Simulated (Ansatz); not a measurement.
Total energies of C₂H₃ClCuN, SMILES `CC#[N+][Cu-][Cl]`.

Cartesian coordinates in Å:
```
C -0.5118 1.5160 -0.6628
C -0.0877 0.2521 -0.1111
N 0.2500 -0.7516 0.3273
Cu 0.7948 -2.3577 1.0304
Cl 1.4157 -4.1785 1.8286
H 0.3582 2.1471 -0.8521
H -1.1750 2.0226 0.0404
H -1.0443 1.3501 -1.6008
```

Charge 0, multiplicity 1. For Cu the d shell is correlated and the shells below it are frozen. Scalar relativity is left out up to krypton. The geometry is a stationary point of PBE0-D4/def2-TZVP. Basis def2-TZVPP, the Gaussian-basis code of Ansatz.

RPA on PBE orbitals: Hartree–Fock energy of these orbitals -2230.40791 Eh, correlation -1.77179 Eh (frozen core).

```tsv
functional	energy without D4 (Eh)	D4 term (kJ/mol)
LDA (SPW92)	-2228.23220	–
PBE	-2233.04646	-15.2
revPBE	-2233.42182	-45.4
BLYP	-2233.69638	-33.2
r2SCAN	-2233.52326	-3.8
B97M-V	-2233.17710	–
PBE0	-2233.08044	-12.9
B3LYP	-2233.70839	-24.5
r2SCANh	-2233.48967	-4.1
r2SCAN0	-2233.44218	-4.5
HSE06 (plane-wave form)	-2233.06258	-12.1
BHLYP	-2233.49194	-19.5
CAM-B3LYP	-2233.69130	-13.2
LC-ωPBE	-2233.21001	–
ωB97X-V	-2233.36549	–
ωB97M-V	-2233.47296	–
B2PLYP	-2233.12715	–
PBE-QIDH	-2232.72304	–
```

B3LYP takes the VWN-RPA correlation (the form of Gaussian; ORCA's B3LYP/G). HSE06 is the plane-wave form, built on full-range PBE exchange. The double hybrids freeze the cores in their second-order part.

LC-ωPBE has ω = 0.4 bohr⁻¹.
